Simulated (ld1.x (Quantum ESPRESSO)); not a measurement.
# Varying the RRKJ potential for Ca (Z = 20)

Base potential:

- Element: calcium
- Generator: ld1.x (Quantum ESPRESSO) 7.5
- Type: norm-conserving RRKJ (Kleinman–Bylander form)
- Functional: PBEsol
- Relativity: non-relativistic
- Frozen core: [Ne]
- Valence charge: 10
- Reference configuration: 3s2 3p6 3d0 4s1.5 4p0.5
- Partial waves: 3p (bound): rc 1.60 bohr; 3d (bound, empty): rc 1.50 bohr; 3s (bound): rc 1.75 bohr
- Local potential: the s channel
- Core correction: Bessel-smoothed model core inside 1.40 bohr
- rho0: 0.01

Occupied shells without a wave of their own: 4p, 4s. They enter only through the test configuration that unscreens the potential, and ld1.x also counts them in the model core charge.

Cutoffs, loose and tight: the cutoffs (Ry, on a coarse ladder) from which the occupation-weighted sum of valence levels, in a spherical-Bessel basis at the reference potential, stays within 10 and 1 mRy of its value at 400 Ry. They do not see the model core or the augmentation charge, which bear on the density cutoff. Test errors are all-electron minus pseudo excitation energies from the reference, over the configurations 3s2 3p6 3d0 4s2 4p0; 3s2 3p6 3d0 4s1 4p0; 3s2 3p6 3d0 4s0 4p0; 3s2 3p6 3d0.5 4s1.5 4p0; 3s2 3p6 3d1 4s1 4p0; 3s2 3p6 3d0 4s1 4p1; 3s2 3p6 3d0 4s0 4p2. A dash means not determined; rows that change the core or the reference have their own tests.

With those shells counted twice in exchange and correlation these files are broken, and their errors move erratically; no question is asked of them.

For the base: The cutoffs count occupied waves only; the empty 3d level needs 50 Ry at the loose tolerance.

```tsv
change	outcome	cutoff, loose	cutoff, tight	bound ghosts	largest test error (meV)
base	generated, misses its reference levels by 0.32 eV	30 Ry	60 Ry	none	-1728
all radii but the core radius scaled by about 0.77 (s 1.34, p 1.24, d 1.16 bohr)	generated	90 Ry	140 Ry	none	-1007
all radii but the core radius scaled by about 0.89 (s 1.56, p 1.44, d 1.34 bohr)	generated, misses its reference levels by 0.18 eV	60 Ry	80 Ry	none	-1331
all radii but the core radius scaled by about 1.16 (s 2.04, p 1.86, d 1.74 bohr)	generated, misses its reference levels by 0.62 eV	30 Ry	35 Ry	none	-2622
all radii but the core radius scaled by about 1.24 (s 2.16, p 1.98, d 1.86 bohr)	generated, misses its reference levels by 0.80 eV	30 Ry	35 Ry	none	-3140
all radii but the core radius scaled by about 1.40 (s 2.44, p 2.24, d 2.10 bohr)	generated, misses its reference levels by 1.08 eV	25 Ry	30 Ry	none	-3872
```

Reading the sweep of the scale of all radii but the core radius (base = 1) (base included, trends over the rows without a ghost): The loose cutoff falls from 90 Ry at 0.77 to 25 Ry at 1.4. A larger radius leaves more room for a smooth pseudo-wave, so fewer plane waves are needed; a smaller one forces it to follow the all-electron wave where it bends sharply. The median size of the test errors (rows with all tests solved) rises from 50.7 meV at 0.77 to 496.3 meV at 1.4. More of the atom is replaced by a form fitted at one configuration, so other configurations suffer as the radius grows.
